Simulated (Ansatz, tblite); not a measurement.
Removing an electron: SiCl3(NiPr2) (C6H14Cl3NSi). The state is a singlet with charge 0. Geometry: r2SCAN-D4/def2-SVP. Ansatz, gas phase; energy differences of separate SCF runs; the oxidised species was run as a doublet alone.

| atom | x (Å) | y (Å) | z (Å) |
| --- | --- | --- | --- |
| Si1 | -0.8095 | -0.8430 | -1.8844 |
| Cl2 | -2.7380 | -1.5580 | -1.6557 |
| Cl3 | -0.8464 | 0.5700 | -3.3797 |
| Cl4 | 0.2823 | -2.4542 | -2.5847 |
| N5 | -0.1799 | -0.2594 | -0.4169 |
| C6 | -0.1223 | -1.2760 | 0.6622 |
| C7 | 1.3138 | -1.5486 | 1.1077 |
| C8 | -1.0555 | -0.9302 | 1.8222 |
| C9 | 0.2692 | 1.1071 | -0.0802 |
| C10 | 1.5049 | 1.5277 | -0.8767 |
| C11 | -0.8626 | 2.1322 | -0.1631 |
| H12 | -0.5022 | -2.2167 | 0.2202 |
| H13 | 1.7725 | -0.6587 | 1.5682 |
| H14 | 1.3382 | -2.3571 | 1.8550 |
| H15 | 1.9294 | -1.8511 | 0.2473 |
| H16 | -0.7461 | -0.0039 | 2.3327 |
| H17 | -2.0858 | -0.7998 | 1.4581 |
| H18 | -1.0510 | -1.7370 | 2.5717 |
| H19 | 0.5751 | 1.0541 | 0.9787 |
| H20 | 1.2749 | 1.6311 | -1.9480 |
| H21 | 2.3077 | 0.7821 | -0.7689 |
| H22 | 1.8827 | 2.4986 | -0.5177 |
| H23 | -0.5214 | 3.1137 | 0.2037 |
| H24 | -1.2088 | 2.2634 | -1.1995 |
| H25 | -1.7211 | 1.8137 | 0.4478 |

The xTB rows come from tblite. Single mean-field runs in def2-TZVP are fitted with def2-universal-jkfit.

```tsv
level	−HOMO (eV)	vertical IE (eV)	−LUMO (eV)	HOMO–LUMO gap (eV)
GFN1-xTB	10.74	13.43	4.12	6.61
GFN2-xTB	10.62	13.25	5.03	5.59
r2SCANh-D4/def2-TZVP	6.42	8.42	0.15	6.27
```

**Question.** Estimate the rows for PBE-D4/def2-TZVP, PBE0-D4/def2-TZVP.

**Answer.** 
| level | −HOMO (eV) | vertical IE (eV) | −LUMO (eV) | HOMO–LUMO gap (eV) |
| --- | --- | --- | --- | --- |
| PBE-D4/def2-TZVP | 5.66 | 8.32 | 0.88 | 4.78 |
| PBE0-D4/def2-TZVP | 6.99 | 8.54 | -0.15 | 7.14 |

 Raw xTB energy differences between charge states are shifted by several eV; the methods need an empirical correction for them.
